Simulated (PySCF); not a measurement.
C8H14Se.
Numbering: `[CH2:1]=[C:2]([CH3:3])[C@@H:4]1[CH2:5][Se:6][C@H:7]([CH3:8])[CH2:9]1` (hydrogens: H10, H11 on C1; H12, H13, H14 on C3; H15 on C4; H16, H17 on C5; H18 on C7; H19, H20, H21 on C8; H22, H23 on C9)

Method: PBE0-D3(BJ)/def2-SVP geometry optimisation, gas phase (PySCF 2.14.0).

(1) Give the optimised bond lengths and angles.

Answers

(1) 
| bond | length (Å) |
| --- | --- |
| C1=C2 | 1.338 |
| C2–C3 | 1.501 |
| C2–C4 | 1.512 |
| C4–C5 | 1.533 |
| C5–Se6 | 1.961 |
| Se6–C7 | 1.983 |
| C7–C8 | 1.515 |
| C7–C9 | 1.521 |
| C4–C9 | 1.528 |
| C1–H10 | 1.094 |
| C1–H11 | 1.094 |
| C3–H12, C3–H13, C3–H14 | 1.101 |
| C4–H15 | 1.103 |
| C5–H16 | 1.098 |
| C5–H17 | 1.100 |
| C7–H18 | 1.102 |
| C8–H19, C8–H20, C8–H21 | 1.101 |
| C9–H22 | 1.104 |
| C9–H23 | 1.103 |

Bonds in one row agree within 0.01 Å and their mean is given. A selection of angles:
| angle | degrees |
| --- | --- |
| C1–C2–C3 | 121.8 |
| C1–C2–C4 | 120.5 |
| C3–C2–C4 | 117.7 |
| C2–C4–C5 | 112.2 |
| C2–C4–C9 | 115.0 |
| C5–C4–C9 | 106.8 |
| C4–C5–Se6 | 106.2 |
| C5–Se6–C7 | 90.1 |
| Se6–C7–C8 | 111.9 |
| Se6–C7–C9 | 104.5 |
| C8–C7–C9 | 114.5 |
| C4–C9–C7 | 108.9 |

Torsions: C1–C2–C4–C5 -106° (anticlinal); C2–C4–C5–Se6 -166° (antiperiplanar); C4–C5–Se6–C7 14° (synperiplanar); C5–Se6–C7–C8 139° (anticlinal); Se6–C7–C9–C4 -41° (synclinal); C2–C4–C9–C7 179° (antiperiplanar).

Se6 (selenium bonded to 2 C) is bent (angle 90.1°). Of the pairs four or more bonds apart, H13···H17 is among the closest relative to their van der Waals radii: 2.25 Å, 94 % of the sum of Bondi's values. The C–Se distances run from 1.961 Å (C5–Se6, drawn single) to 1.983 Å (Se6–C7, drawn single), a spread of 0.022 Å. The 5-membered ring C4–C5–Se6–C7–C9 has internal angles of 90.1° to 108.9° (sum 517°, against 540° for a flat polygon); it is puckered, 0.20 Å rms from its mean plane, widest ring torsion 54°. The C–C distances run from 1.338 Å (C1=C2, drawn double) to 1.533 Å (C4–C5, drawn single), a spread of 0.195 Å.

Point group: C1 (no symmetry element, even within 0.4 Å). No frequency check. One conformer, not necessarily the lowest.

The run took about 11 min of CPU time (one thread, shared machine). These figures are those of the optimisation.
